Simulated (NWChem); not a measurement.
Molecule: C₃H₇O₂, doublet; SMILES COC[CH]O

```xyz
12

C      0.2650     2.1110    -0.1046
O      0.3034     0.7622     0.3134
C     -0.8240     0.0017    -0.1178
C     -0.5194    -1.4270     0.1882
O      0.7411    -1.8592    -0.1118
H     -0.5999     2.6412     0.3229
H      1.1828     2.5852     0.2523
H      0.2174     2.1960    -1.2019
H     -0.9711     0.1789    -1.2054
H     -1.7464     0.3248     0.3911
H     -1.2784    -2.1942     0.0756
H      1.3104    -1.0696    -0.0425
```
Atoms are numbered in this order, from 1.

Program: NWChem. Spin-unrestricted. Structure relaxed at the B3LYP/6-31G* (spherical d), spin-unrestricted level. No stability test was run on the SCF state. Total energies compare along this basis series because the functional is fixed.

| level | basis functions | energy (Ha) | highest occupied level (eV) | lowest empty minus highest occupied level, either spin (eV) | dipole (D) | <S²> |
|---|---|---|---|---|---|---|
| TPSS/pcseg-1 | 105 | -268.8863 | -3.67 | 2.19 | 2.56 | 0.753 |
| TPSS/aug-pcseg-1 | 178 | -268.9054 | -3.83 | 2.13 | 2.41 | 0.754 |
| TPSS/def2-SVP | 105 | -268.7381 | -3.50 | 2.24 | 2.40 | 0.753 |
